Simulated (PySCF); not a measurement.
Al(H)(NCO)2 (C2HAlN2O2), SMILES O=C=[N][AlH][N]=C=O.

Coordinates come from a PBE0-D3(BJ)/def2-SVP optimisation. The structure was generated by enumeration; whether it is a known compound was not checked. The values are those of a single conformer.

Level of theory: PySCF with HF/def2-TZVP.

Computed frontier levels, gap, dipole moment and polarisability:
```yaml
highest_occupied_level: -12.21 eV
lowest_empty_level: 1.14 eV
orbital_gap: 13.35 eV
dipole_moment: 2.19 D
quadrupole, principal values (traceless, Buckingham form, about the centre of nuclear charge): -20.38, 4.43, 15.95 D·Å
mean_static_polarisability: 56.4 bohr³ (8.35 Å³)
polarisability_principal_values: 35.5, 52.3, 81.3 bohr³
```
